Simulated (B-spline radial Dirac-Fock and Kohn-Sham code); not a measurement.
K-line shifts caused by a second vacancy in Fe³⁺

System: the Fe³⁺ ion in the configuration [Ar] 3d4 4s1 (an excited configuration).

The run's input, task.json:

```json
{"items": [{
  "Z": 26,
  "q": 3,
  "cfg": [[1, 0, 2], [2, 0, 2], [2, 1, 6], [3, 0, 2], [3, 1, 6], [3, 2, 4], [4, 0, 1]],
  "A": 56,
  "rrms": 3.7377,
  "do": ["binding", "quiet", "double"]
}]}
```

Command: `python xray_run.py task.json out`

The computed values come from an atomic code on a B-spline grid: ΔSCF Dirac-Fock with Breit, self-energy and vacuum polarisation, finite nucleus, configuration average. Each two-hole energy is an average over J within one jj subconfiguration, not an observable level; in light atoms, where LS coupling holds, the j-resolved values are not observed lines, and for a K spectator the Kα1 hypersatellite is nearly forbidden. Correlation and solid-state effects are left out.

Lines without a spectator: Kα2 (K-L2) 6388.1 eV, Kα1 (K-L3) 6400.3 eV, Kβ3 (K-M2) 7058.7 eV, Kβ1 (K-M3) 7060.3 eV. Shifts in eV with one spectator hole (a dash: not computed, or left out as unreliable):

```
spectator hole     Kα2     Kα1    Kβ3    Kβ1
    L2 (2p1/2)  +24.91   +30.6      –  +71.5
    L3 (2p3/2)  +28.49  +27.27  +69.2      –
    M2 (3p1/2)       –   +2.28  +6.49  +8.11
    M3 (3p3/2)   +2.08       –  +7.75  +7.31
```

Q: Where does the K-L3 hypersatellite lie, emitted when both K electrons are missing?

A: +274.7 eV from the normal line, at 6674.9 eV. Removing both K electrons costs 14726.8 eV, which is 372.7 eV more than twice the K binding energy. In light atoms the observed hypersatellite is the ¹S₀ → ¹P₁ component, which lies below this average, and the triplet component is nearly forbidden.

With n spectator holes in 2p, averaged over the 2p shell (energies in eV):

```csv
n,KαLⁿ,step,hypersatellite KαʰLⁿ
0,6396.2,–,6670.2
1,6424.5,+28.3,6699.8
2,6454.0,+29.5,6730.6
3,6484.7,+30.7,6762.6
4,6516.6,+31.9,6795.8
5,6549.8,+33.1,6830.3
```
